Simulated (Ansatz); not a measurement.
`C[SiH](S)CS` and `C[SiH](S)CF` differ in one atom or group.

Ansatz, PBE0-D4/def2-TZVP geometries, multiplicity 1. Each molecule was computed in one conformer, which needn't be the lowest.

```tsv
property	`C[SiH](S)CS`
LUMO energy (ωB97M-V/def2-TZVPP) / eV	1.86
size of the dipole moment (B3LYP/def2-TZVPP) / D	0.49
size of the dipole moment (ωB97M-V/def2-TZVPP) / D	0.50
LUMO energy (PBE/def2-TZVPP) / eV	-0.71
HOMO–LUMO gap (ωB97M-V/def2-TZVPP) / eV	10.84
LUMO energy (B3LYP/def2-TZVPP) / eV	-0.10
```

**Question.** What does the change do to each property? (Estimate.)

**Answer.** The calculation gave: 
```tsv
property	`C[SiH](S)CF`	shift
LUMO energy (ωB97M-V/def2-TZVPP) / eV	1.99	0.13
size of the dipole moment (B3LYP/def2-TZVPP) / D	1.28	0.79
size of the dipole moment (ωB97M-V/def2-TZVPP) / D	1.30	0.80
LUMO energy (PBE/def2-TZVPP) / eV	-0.57	0.14
HOMO–LUMO gap (ωB97M-V/def2-TZVPP) / eV	11.66	0.82
LUMO energy (B3LYP/def2-TZVPP) / eV	0.01	0.11
```

With PBE0 the HOMO falls by 0.67 eV and the LUMO rises by 0.13 eV, so the gap widens by about 0.80 eV. PBE moves the HOMO by -0.62 eV and ωB97M-V by -0.69 eV. Dipoles are sizes alone; their direction can turn.

B3LYP here is the variant with VWN-RPA as its local correlation; programs differ in this.
